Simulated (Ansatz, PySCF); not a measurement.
Species: AlOF, net charge 0, singlet state. SMILES: [O]=[Al][F]
Geometry from a B3LYP-D3(BJ)/def2-TZVP (Ansatz, a program for electronic structure) optimisation:
```
Al
O 1 1.5973
F 1 1.6364 2 180.00
```

HF/6-31G* beside other levels, property by property. Conventions: valence correlation only; 6-31G* and kin with 6d, 5d where marked; open shells spin-unrestricted; atomisation electronic, to ground-state atoms; each state is the SCF solution reached for its charge and spin; no spin-orbit coupling; non-relativistic; dispersion terms only where a functional's name holds one. CBS marks a two-point X^-3 extrapolation of the correlation energy; Hartree-Fock from the larger set. [CCSD(T)-MP2]/basis is that difference in the basis named. Ab initio and DFT rows: single points at B3LYP-D3(BJ) geometries (Ansatz), with unscaled harmonic terms from B3LYP/6-31G* (Ansatz) at its own minima, enthalpies of formation by atomisation with measured atoms.

Coupled cluster (Ansatz) is a level with limits of its own, used here on species with T1 under 0.025 (0.045 for open shells) and stable references: (a) RI-MP2/CBS(aug-cc-pV(T+d)Z,aug-cc-pV(Q+d)Z)+[CCSD(T)-MP2]/aug-cc-pV(T+d)Z; (b) CCSD(T)/CBS(aug-cc-pV(T+d)Z,aug-cc-pV(Q+d)Z).

```csv
property,HF/6-31G* (Ansatz),B3LYP/def2-TZVPD (Ansatz),M06-2X/def2-TZVPD (PySCF),wB97M-V/def2-TZVPD (Ansatz),to compare with
atomisation energy (kcal/mol),141.0,253.9,257.0,257.8,264.9 coupled cluster (b)
vertical electron affinity to the doublet (eV),0.07,1.23,1.24,1.07,1.05 coupled cluster (a)
enthalpy of formation at 298 K (kcal/mol),17.7,-95.2,-98.3,-99.1,-106.2 coupled cluster (b)
vertical ionisation energy to the doublet (eV),8.22,10.59,10.52,10.42,10.66 coupled cluster (a)
```

As the rows show:
- atomisation energy: HF/6-31G* lies 123.9 kcal/mol below coupled cluster.
- vertical electron affinity to the doublet: HF/6-31G* lies 0.98 eV below coupled cluster.
- enthalpy of formation at 298 K: HF/6-31G* lies 123.9 kcal/mol above coupled cluster.
- vertical ionisation energy to the doublet: HF/6-31G* lies 2.44 eV below coupled cluster.

The properties are those with a value to compare with, at most eight drawn at random. No case is left out for the size of its miss. Left out are saddle points of the reference geometry, anions that the best level run finds unbound, excited spin states, species near biochemistry, 298 K rows of species without real B3LYP wavenumbers, cases with under five habitual levels, runs that failed or that the program found above a lower state of the same kind, table entries that another table contradicts, and a share of species set aside by lot.
